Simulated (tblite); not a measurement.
Compound: C5H8F3PSi.
Bonds: C1–C2, C2–Si3, C2–C4 (double), C4–P5 (double), P5–C6, C6–C7, C7–F8, C7–F9, C7–F10. Hydrogens: H11, H12, H13 on C1; H14, H15, H16 on Si3; H17, H18 on C6.

Computed with GFN2-xTB (tblite), gas phase: L-BFGS steps from a force-field or distance-geometry start until the largest atomic force falls under 0.01 eV/Å.

Step 14: E = -902.6854 eV
```
atom  x, y, z in Å  |  force x, y, z in eV/Å
C1      2.3282    1.3237   -0.2601   -0.029  -0.045   0.024
C2      1.4320    0.1228   -0.1397   -0.011   0.013  -0.015
Si3     1.8946   -1.2681    1.0844   -0.019   0.024  -0.004
C4      0.3349    0.0064   -0.8222    0.025   0.001  -0.130
P5     -0.8523   -0.3589   -1.8947    0.036  -0.044  -0.040
C6     -2.3539    0.4082   -1.0193   -0.014  -0.034   0.038
C7     -2.6881   -0.3250    0.2484    0.020  -0.056   0.052
F8     -1.7469   -0.2333    1.1995    0.041   0.106   0.000
F9     -2.8665   -1.6398    0.0420   -0.084   0.002  -0.020
F10    -3.8244    0.1346    0.8138    0.022  -0.073  -0.026
H11     3.1912    1.0644   -0.8762   -0.014   0.019   0.094
H12     2.6776    1.6270    0.7259    0.028   0.035  -0.083
H13     1.8036    2.1538   -0.7356    0.079  -0.060   0.052
H14     2.9780   -2.0753    0.5182    0.021   0.039  -0.071
H15     2.3784   -0.6161    2.3008   -0.023   0.027   0.050
H16     0.7036   -2.0793    1.2848   -0.011  -0.036   0.061
H17    -3.2093    0.2989   -1.6900   -0.044   0.097   0.026
H18    -2.1895    1.4623   -0.7916   -0.023  -0.015  -0.006
```

Step 15: E = -902.6884 eV
```
atom  x, y, z in Å  |  force x, y, z in eV/Å
C1      2.3278    1.3212   -0.2566   -0.006  -0.020   0.004
C2      1.4285    0.1241   -0.1395   -0.005   0.031  -0.007
Si3     1.8921   -1.2638    1.0826    0.014  -0.047   0.068
C4      0.3358    0.0070   -0.8278    0.004  -0.005  -0.121
P5     -0.8517   -0.3675   -1.8958   -0.039  -0.014  -0.046
C6     -2.3538    0.4086   -1.0221   -0.053  -0.051   0.093
C7     -2.6880   -0.3251    0.2485    0.033  -0.036   0.010
F8     -1.7449   -0.2322    1.1978    0.029   0.112  -0.001
F9     -2.8646   -1.6403    0.0430   -0.081  -0.002  -0.028
F10    -3.8254    0.1309    0.8157    0.050  -0.063  -0.042
H11     3.1896    1.0571   -0.8718    0.002   0.027   0.090
H12     2.6781    1.6269    0.7284    0.023   0.018  -0.077
H13     1.8076    2.1524   -0.7336    0.067  -0.041   0.038
H14     2.9793   -2.0682    0.5122   -0.018   0.064  -0.050
H15     2.3793   -0.6117    2.3015   -0.046   0.000  -0.001
H16     0.7025   -2.0804    1.2857    0.025  -0.011   0.053
H17    -3.2156    0.3049   -1.6879    0.020   0.089   0.037
H18    -2.1854    1.4627   -0.7918   -0.019  -0.052  -0.021
```

**Question.** Estimate the geometry and energy of step 16. (The exact step hangs on the optimiser's Hessian estimate; all steps are aligned on step 15, rigid shifts and turns removed.)

**Answer.** E = -902.6917 eV, largest force 0.150 eV/Å
```
atom  x, y, z in Å  |  force x, y, z in eV/Å
C1      2.3271    1.3180   -0.2526    0.020   0.006  -0.014
C2      1.4238    0.1259   -0.1393   -0.014   0.022   0.000
Si3     1.8894   -1.2598    1.0817    0.034  -0.094   0.112
C4      0.3368    0.0076   -0.8358   -0.008  -0.013  -0.098
P5     -0.8524   -0.3775   -1.8976   -0.110   0.018  -0.046
C6     -2.3545    0.4081   -1.0235   -0.060  -0.052   0.103
C7     -2.6872   -0.3261    0.2489    0.033  -0.008  -0.033
F8     -1.7419   -0.2287    1.1960    0.010   0.091  -0.007
F9     -2.8638   -1.6410    0.0433   -0.054  -0.012  -0.020
F10    -3.8255    0.1257    0.8170    0.054  -0.041  -0.036
H11     3.1880    1.0492   -0.8652    0.036   0.023   0.065
H12     2.6790    1.6267    0.7298    0.020   0.003  -0.035
H13     1.8135    2.1504   -0.7309    0.036   0.001   0.006
H14     2.9804   -2.0588    0.5046   -0.051   0.081  -0.027
H15     2.3796   -0.6066    2.3020   -0.063  -0.022  -0.041
H16     0.7018   -2.0819    1.2875    0.055   0.010   0.047
H17    -3.2221    0.3132   -1.6849    0.069   0.065   0.044
H18    -2.1809    1.4619   -0.7926   -0.008  -0.078  -0.021
```

The energy changes by -0.0032 eV. The first-order estimate −F·Δx gives -0.0044 eV and the mean of the old and new forces, exact on a quadratic surface, -0.0032 eV. The step makes an angle of 63° with the force vector and moves no atom by more than 0.012 Å.

What follows is the cost of the whole relaxation. The run took 1.3 s of wall time on an Arm Neoverse V1 with one thread, shared host.
